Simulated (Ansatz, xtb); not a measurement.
Ranking isomers of C4H4FNS

5 gas-phase structures of C4H4FNS, from a drawn sample of its isomers (lower ones may exist). Each was relaxed with GFN2-xTB:

A. `Fc1cc(S)c[nH]1`, a singlet
B. `Fc1ccn(S)c1`, a singlet
C. `Fc1[nH]ccc1S`, a singlet
D. `Fc1cccn1S`, a singlet
E. `Fc1c[nH]cc1S`, a singlet

Question: Estimate their order in r2SCAN-D4/def2-SVP energy at these geometries, lowest first.

Answer: Calculated order at r2SCAN-D4/def2-SVP: A (0.000), C (0.049), E (0.081), B (0.644), D (0.819) eV. Less than 1 kcal/mol parts C and E, so the order within that pair means little.

Energies above the lowest of each column, in eV; the last columns are at PBE-D3(BJ)/def2-SVP geometries:

```json
{"structure": "A", "GFN2-xTB": "0.000", "HF/STO-3G": "0.000", "r2SCAN-D4/def2-SVP": "0.000", "PBE-D3(BJ)/def2-SVP": "0.000", "CCSD(T)/def2-SVP + ΔMP2/def2-TZVPP": "0.000"}
{"structure": "C", "GFN2-xTB": "0.077", "HF/STO-3G": "0.031", "r2SCAN-D4/def2-SVP": "0.049", "PBE-D3(BJ)/def2-SVP": "0.017", "CCSD(T)/def2-SVP + ΔMP2/def2-TZVPP": "0.024"}
{"structure": "E", "GFN2-xTB": "0.132", "HF/STO-3G": "0.103", "r2SCAN-D4/def2-SVP": "0.081", "PBE-D3(BJ)/def2-SVP": "0.123", "CCSD(T)/def2-SVP + ΔMP2/def2-TZVPP": "0.141"}
{"structure": "B", "GFN2-xTB": "0.300", "HF/STO-3G": "0.336", "r2SCAN-D4/def2-SVP": "0.644", "PBE-D3(BJ)/def2-SVP": "0.664", "CCSD(T)/def2-SVP + ΔMP2/def2-TZVPP": "0.592"}
{"structure": "D", "GFN2-xTB": "0.356", "HF/STO-3G": "0.406", "r2SCAN-D4/def2-SVP": "0.819", "PBE-D3(BJ)/def2-SVP": "0.643", "CCSD(T)/def2-SVP + ΔMP2/def2-TZVPP": "0.599"}
```

Every level run on A puts it lowest or level with the lowest. Flexible structures stand in one conformer each, not always the lowest. Frequencies (GFN2-xTB) were run for A, B, D, E alone. ΔMP2 is the change of the MP2 energy from the smaller to the larger basis.

Over these structures GFN2-xTB departs from r2SCAN-D4/def2-SVP by 0.206 eV on average once a common shift is removed. A GFN2-xTB relaxation took about 0.063 s and the r2SCAN-D4/def2-SVP energy about 3.3 s on a shared host (Ansatz 0.2.0, xtb 6.7.1).
